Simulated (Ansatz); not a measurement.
Isomers of C3H7Al, relaxed with PBE0-D4/def2-TZVP in Ansatz; electronic energies, one conformer each and not always the lowest. Functionals use def2-TZVPP; CBS adds triple-zeta CCSD(T) − MP2 to the MP2 limit of def2-TZVPP and def2-QZVPP.

(1) Order them by energy at frozen-core CCSD(T)/CBS, lowest first. (Best estimate.)
A. `C[CH]1[CH2][AlH]1`
B. `C=[C](C)[AlH2]`
C. `C=[CH][AlH][CH3]`
D. `C/C=[CH]/[AlH2]`
E. `[CH3][Al]1[CH2][CH2]1`

(2) How do B3LYP, r2SCAN-D4, HF/CBS(def2), ωB97M-V place them (kJ/mol, against `C=[CH][AlH][CH3]`)? (Best estimate.)

Results:

(1) C (0.0 kJ/mol), D (28.2 kJ/mol), B (39.0 kJ/mol), E (76.8 kJ/mol), A (125.7 kJ/mol).

(2) The calculation gave: 
```
                 isomer  B3LYP  r2SCAN-D4  HF/CBS(def2)  ωB97M-V
      `C/C=[CH]/[AlH2]`   25.6       26.9          19.8     27.9
    `C[CH]1[CH2][AlH]1`  133.0      116.1         159.1    121.9
       `C=[C](C)[AlH2]`   39.1       39.8          34.9     39.1
`[CH3][Al]1[CH2][CH2]1`   80.1       63.2         111.9     70.0
```

B3LYP here is the variant with VWN-RPA as its local correlation; programs differ in this.
